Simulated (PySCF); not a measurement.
Species: C3H5NSSi.
Atom-mapped SMILES: `[H]/[N:1]=[CH:2]\[C:3]1=[CH:4][SiH2:5][S:6]1` (hydrogens: H7 on N1; H8 on C2; H9 on C4; H10, H11 on Si5)

Computed by this run: PySCF, PBE0-D3(BJ)/def2-SVP geometry optimisation, gas phase; density fitting, grid level 1; the optimiser is geomeTRIC in internal coordinates, started from a GFN2-xTB structure with every atom displaced at random (about 0.01 Å).

Step 1: E = -23372.7351 eV
```
atom  x, y, z in Å  |  force x, y, z in eV/Å
N1     -2.4449    0.5800    1.3026    0.311  -0.454  -0.125
C2     -1.6396   -0.3069    0.8661   -0.299   0.395   0.243
C3     -0.2693   -0.0736    0.3846   -0.675   0.176  -0.466
C4      0.4585   -0.9233   -0.3685    0.694  -0.087   0.113
Si5     1.8597    0.2784   -0.6182    0.034  -0.317   0.168
S6      0.4759    1.5676    0.4674    0.015   0.005   0.131
H7     -1.9662    1.4898    1.3174   -0.012   0.093   0.051
H8     -1.9949   -1.3480    0.7538    0.045   0.082   0.087
H9      0.2121   -1.9701   -0.5522   -0.059   0.010  -0.087
H10     3.0782   -0.0205    0.1857    0.046   0.024  -0.029
H11     2.2657    0.7107   -1.9798   -0.101   0.072  -0.087
```

Step 2: E = -23372.7696 eV
```
atom  x, y, z in Å  |  force x, y, z in eV/Å
N1     -2.4603    0.5857    1.3391    0.384   0.040  -0.020
C2     -1.6662   -0.2770    0.8519   -0.156  -0.497   0.002
C3     -0.3079   -0.0916    0.3168    0.097   0.573  -0.192
C4      0.4898   -0.9407   -0.3797   -0.178  -0.257   0.249
Si5     1.8865    0.2543   -0.6096    0.031   0.053   0.178
S6      0.4712    1.5318    0.4570    0.006   0.173   0.035
H7     -2.0055    1.5097    1.3611   -0.014   0.034  -0.057
H8     -2.0195   -1.3201    0.7902   -0.040  -0.043  -0.057
H9      0.2533   -1.9870   -0.5814   -0.022  -0.012  -0.073
H10     3.1225    0.0146    0.1890   -0.008  -0.059  -0.028
H11     2.2713    0.7046   -1.9756   -0.099  -0.004  -0.035
```

Step 3: E = -23372.7724 eV
```
atom  x, y, z in Å  |  force x, y, z in eV/Å
N1     -2.3853    0.6078    1.3377   -0.530   0.033   0.258
C2     -1.6830   -0.3132    0.8303    0.405   0.365  -0.054
C3     -0.3406   -0.0822    0.2805    0.494  -0.425  -0.138
C4      0.4883   -0.9488   -0.3619   -0.237   0.061   0.085
Si5     1.8671    0.2614   -0.5785    0.101   0.064   0.053
S6      0.4389    1.5366    0.4816   -0.044  -0.011  -0.112
H7     -1.8841    1.5090    1.3013   -0.050  -0.132  -0.022
H8     -2.0535   -1.3509    0.7999   -0.057   0.044  -0.062
H9      0.2556   -1.9936   -0.5808   -0.014   0.037  -0.011
H10     3.1171    0.0349    0.2023   -0.015  -0.024  -0.019
H11     2.2147    0.7232   -1.9536   -0.053  -0.013   0.022
```

Question: Estimate the geometry and energy of step 4. (The exact step hangs on the optimiser's Hessian estimate; all steps are aligned on step 3, rigid shifts and turns removed.)

Answer: E = -23372.7932 eV, largest force 0.294 eV/Å
```
atom  x, y, z in Å  |  force x, y, z in eV/Å
N1     -2.4145    0.5877    1.3452   -0.220   0.023   0.115
C2     -1.6716   -0.2980    0.8283    0.186   0.177   0.002
C3     -0.3273   -0.0661    0.2797    0.217  -0.197   0.027
C4      0.4874   -0.9441   -0.3594   -0.111   0.029   0.023
Si5     1.8765    0.2544   -0.5834    0.101   0.061   0.051
S6      0.4625    1.5481    0.4732   -0.064  -0.027  -0.104
H7     -1.9472    1.5062    1.3283    0.001  -0.068  -0.027
H8     -2.0231   -1.3420    0.7858   -0.039   0.004  -0.073
H9      0.2433   -1.9872   -0.5729   -0.016   0.033  -0.009
H10     3.1259    0.0185    0.1952   -0.009  -0.023  -0.018
H11     2.2232    0.7066   -1.9613   -0.046  -0.011   0.014
```

The energy changes by -0.0208 eV. The first-order estimate −F·Δx gives -0.0304 eV and the mean of the old and new forces, exact on a quadratic surface, -0.0206 eV. The step makes an angle of 74° with the force vector and moves no atom by more than 0.069 Å.

The cost below is that of the whole optimisation. On one thread, Arm Neoverse V1 (aarch64), shared host with 32 logical CPUs at a one-minute load of 34, this took 53 s wall and 0.50 GiB of memory at its peak.
